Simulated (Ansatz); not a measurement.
CH₃F₃Sn⁺, that is Sn(CF3)H3 with one electron fewer. Total charge 1; doublet. Geometry PBE0-D4/def2-SVP, that of the neutral singlet; atoms count from 1.

```
atom    x (Å)    y (Å)    z (Å)
 Sn1  -0.7594  -0.6495  -0.4535
  C2   0.7646   0.6538   0.4565
  F3   0.3979   1.9422   0.4237
  F4   1.9402   0.5615  -0.1798
  F5   0.9845   0.3384   1.7401
  H6  -0.1798  -2.2513  -0.3523
  H7  -0.9489  -0.1507  -2.0744
  H8  -2.1990  -0.4443   0.4396
```

In the def2 sets Sn takes a core potential; there is no spin–orbit coupling.

Problem. Estimate the Mulliken populations from the PBE0/def2-TZVP orbitals of Ansatz.

Solution. 
| atom | charge (e) | spin (α − β) |
| --- | --- | --- |
| Sn1 | 0.38 | 0.12 |
| C2 | 0.38 | 0.42 |
| F3 | -0.02 | 0.12 |
| F4 | -0.02 | 0.12 |
| F5 | -0.02 | 0.12 |
| H6 | 0.10 | 0.03 |
| H7 | 0.10 | 0.03 |
| H8 | 0.10 | 0.03 |
Mulliken values and Mayer orders depend strongly on the basis.

Problem. Where does the spin sit?

Solution. Summed by element: Sn 0.12, C 0.42, F 0.36, H 0.09, of 1 unpaired in all. Largest on single atoms: C2 0.42, Sn1 0.12, F3 0.12.

Problem. And the Mayer bond orders between bonded heavy atoms (over 0.3)?

Solution. Sn1–C2 0.47 (2.20 Å); C2–F3 1.22 (1.34 Å); C2–F4 1.22 (1.34 Å); C2–F5 1.22 (1.34 Å).
